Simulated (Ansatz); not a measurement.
The cluster Pb2Se3, 5 atoms. Hardware: 4 threads of Arm Neoverse V1 on a shared host.

In the def2 sets Pb takes a core potential; there is no spin–orbit coupling. Correlated methods freeze 35 core orbitals; core or outer-core shells of Pb, Se are correlated, in sets that lack core-valence functions.

(1) How many basis functions does each of these Ansatz runs have, and roughly what does it cost? PBE-D4/def2-TZVP, charge 0 singlet, energy and forces, from earlier orbitals; PBE-D4/def2-SVP, charge 0 singlet, relaxation, 5 steps; B97M-V/def2-TZVP, charge 0 singlet, energy, from earlier orbitals; r2SCAN0-D4/def2-TZVP, charge 0 singlet, energy, from earlier orbitals; PBE0-D4/def2-SVP, charge 0 singlet, energy, from earlier orbitals; revPBE-D4/def2-TZVP, charge 0 singlet, energy, from earlier orbitals; CCSD(T)/def2-SVP, charge 0 singlet, energy, from earlier orbitals; PBE0-D4/def2-TZVP, charge 0 singlet, energy, from earlier orbitals; MP2/def2-TZVP, charge 0 singlet, energy, from earlier orbitals; PBE-D4/def2-SVP, charge 0 singlet, energy, from earlier orbitals; r2SCAN-D4/def2-TZVP, charge 0 singlet, energy, from earlier orbitals.

## Answers

(1) Other jobs shared the machine, so times can vary by a factor of up to 3. A dash marks memory too small to be measured apart from the calling script's.

```
                                                                         run  functions  fitting or Cholesky vectors  wall time  peak host memory (GiB)
            PBE-D4/def2-SVP, charge 0 singlet, energy, from earlier orbitals        148                         1630        2 s                       –
        revPBE-D4/def2-TZVP, charge 0 singlet, energy, from earlier orbitals        244                         1925      3.8 s                       –
           PBE0-D4/def2-SVP, charge 0 singlet, energy, from earlier orbitals        148                         1615        4 s                       –
PBE-D4/def2-TZVP, charge 0 singlet, energy and forces, from earlier orbitals        244                         1925        5 s                       –
        r2SCAN-D4/def2-TZVP, charge 0 singlet, energy, from earlier orbitals        244                         1925        9 s                       –
                      PBE-D4/def2-SVP, charge 0 singlet, relaxation, 5 steps        148                         1630        9 s                       –
          PBE0-D4/def2-TZVP, charge 0 singlet, energy, from earlier orbitals        244                         2096       12 s                     1.4
              MP2/def2-TZVP, charge 0 singlet, energy, from earlier orbitals        244                         1955       12 s                    0.98
       r2SCAN0-D4/def2-TZVP, charge 0 singlet, energy, from earlier orbitals        244                         2096       15 s                     1.4
           B97M-V/def2-TZVP, charge 0 singlet, energy, from earlier orbitals        244                         1925       16 s                    0.62
           CCSD(T)/def2-SVP, charge 0 singlet, energy, from earlier orbitals        148                         1615       49 s                     1.2
```
